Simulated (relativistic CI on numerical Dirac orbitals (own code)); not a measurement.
## The 15-electron sequence from P to Se19+

Method of calculation: Dirac-Coulomb-Breit CI, orbitals from a KLI potential per configuration, model QED, unscaled Slater integrals (own radial code, finite nucleus).

Configurations in the expansion (outside the closed core [Ne]): 3s²3p³, 3s3p⁴, 3s²3p²3d, 3p⁵, 3s3p³3d, 3s²3p3d², 3s²3d³, 3s3p3d³, 3p³3d², 3p²3d³. Double excitations out of closed p, d and f shells are left out; levels of such configurations are missing from the list, as are those of other unlisted configurations, and high levels can miss mixing partners.

Energies above each ion's lowest level, in eV. Levels are followed by their leading LS label, which can pass from one level to another where the coupling changes.

| Ion | 3s²3p³ ⁴S°3/2 | 3s²3p³ ²D°3/2 | 3s²3p³ ²D°5/2 | 3s²3p³ ²P°1/2 | 3s²3p³ ²P°3/2 | 3s3p⁴ ⁴P5/2 | 3s3p⁴ ⁴P3/2 |
| --- | --- | --- | --- | --- | --- | --- | --- |
| P | 0 | 1.8227 | 1.825 | 2.4854 | 2.487 | 7.6846 | 7.7055 |
| S+ | 0 | 2.2542 | 2.258 | 3.4264 | 3.4308 | 10.61 | 10.655 |
| Cl2+ | 0 | 2.6533 | 2.6609 | 4.1278 | 4.1376 | 13.281 | 13.356 |
| Ar3+ | ? | ? | ? | ? | ? | ? | ? |
| K4+ | 0 | 3.4067 | 3.4347 | 5.3926 | 5.4292 | 18.422 | 18.595 |
| Ca5+ | 0 | 3.7652 | 3.8141 | 6.0024 | 6.0665 | 20.951 | 21.195 |
| Sc6+ | 0 | 4.1114 | 4.1924 | 6.6068 | 6.7134 | 23.474 | 23.809 |
| Ti7+ | 0 | 4.444 | 4.5724 | 7.2101 | 7.3799 | 26.002 | 26.45 |
| V8+ | 0 | 4.7619 | 4.9572 | 7.8165 | 8.0766 | 28.542 | 29.128 |
| Cr9+ | 0 | 5.064 | 5.3501 | 8.4302 | 8.815 | 31.102 | 31.855 |
| Mn10+ | 0 | 5.3502 | 5.7553 | 9.0558 | 9.6078 | 33.689 | 34.642 |
| Fe11+ | 0 | 5.6216 | 6.1779 | 9.6987 | 10.469 | 36.309 | 37.499 |
| Co12+ | 0 | 5.8818 | 6.6243 | 10.366 | 11.414 | 38.97 | 40.439 |
| Ni13+ | 0 | 6.137 | 7.1021 | 11.065 | 12.46 | 41.68 | 43.475 |
| Cu14+ | 0 | 6.3968 | 7.6209 | 11.805 | 13.626 | 44.451 | 46.62 |
| Zn15+ | 0 | 6.6747 | 8.1921 | 12.599 | 14.932 | 47.293 | 49.892 |
| Ga16+ | 0 | 6.9882 | 8.8293 | 13.46 | 16.403 | 50.22 | 53.307 |
| Ge17+ | 0 | 7.3586 | 9.5483 | 14.403 | 18.063 | 53.248 | 56.883 |
| As18+ | 0 | 7.8105 | 10.366 | 15.447 | 19.94 | 56.393 | 60.639 |
| Se19+ | 0 | 8.3702 | 11.302 | 16.61 | 22.064 | 59.673 | 64.591 |

(1) Fill in the row of Ar3+.

The lowest level keeps the configuration 3s²3p³ and J = 3/2 throughout.

Between Z = 31 and 34 the energy of 3s²3p³ ²D°3/2 follows a local power law Z^2.0. For orientation: electrostatic splittings inside a shell grow about linearly with the screened charge, excitations that change n as its square, and fine structure as its fourth power; written in Z itself the exponents are larger, since the screened charge grows faster in proportion.

The members near neutrality are the least accurate: they can be off by several eV, miss lower levels of configurations outside the list, or start from a wrong lowest level.

Answers

(1) 3s²3p³ ⁴S°3/2 0, 3s²3p³ ²D°3/2 3.0363, 3s²3p³ ²D°5/2 3.0514, 3s²3p³ ²P°1/2 4.7714, 3s²3p³ ²P°3/2 4.791, 3s3p⁴ ⁴P5/2 15.873, 3s3p⁴ ⁴P3/2 15.99 (eV).
